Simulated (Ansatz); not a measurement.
`C=C[Te][SiH2]C`, relaxed with RKS PBE-D4/def2-SVP in Ansatz 0.2.0 from a rough embedded geometry. The force threshold is 0.03 eV/Å; the program also tests the step.

The species carries charge 0 and has multiplicity 1. Te takes the def2 core potential.

Start:

```xyz
13

C     0.235    1.703   -1.544
C     0.947    0.610   -1.621
Te   -0.006   -1.265   -1.754
Si    0.056   -1.599    0.644
C    -0.886   -0.262    1.536
H     0.727    2.690   -1.390
H    -0.869    1.686   -1.462
H     1.988    0.636   -1.665
H     1.500   -1.430    1.093
H    -0.424   -2.870    1.028
H    -0.458    0.775    1.294
H    -0.884   -0.400    2.612
H    -1.926   -0.273    1.229
```

Problem. How much energy does the relaxation release, and in how many steps? (Best estimate.)

Solution. Ansatz gave: 0.41 eV, in 5 steps.

Problem. Which bonds change most? (Estimate.)

Solution. Computed: Te3–Si4 from 2.423 to 2.526 Å; Si4–H10 from 1.412 to 1.506 Å; C2–H8 from 1.042 to 1.103 Å; C2–Te3 from 2.108 to 2.150 Å.

Problem. Give the relaxed structure. (Best estimate.)

Solution. The calculation gave: 
```xyz
13

C     0.264    1.826   -1.652
C     0.925    0.658   -1.637
Te   -0.047   -1.255   -1.778
Si    0.094   -1.590    0.722
C    -0.933   -0.303    1.646
H     0.814    2.784   -1.623
H    -0.836    1.880   -1.697
H     2.026    0.617   -1.596
H     1.536   -1.519    1.151
H    -0.416   -2.986    0.963
H    -0.598    0.718    1.376
H    -0.823   -0.431    2.743
H    -2.005   -0.397    1.380
```
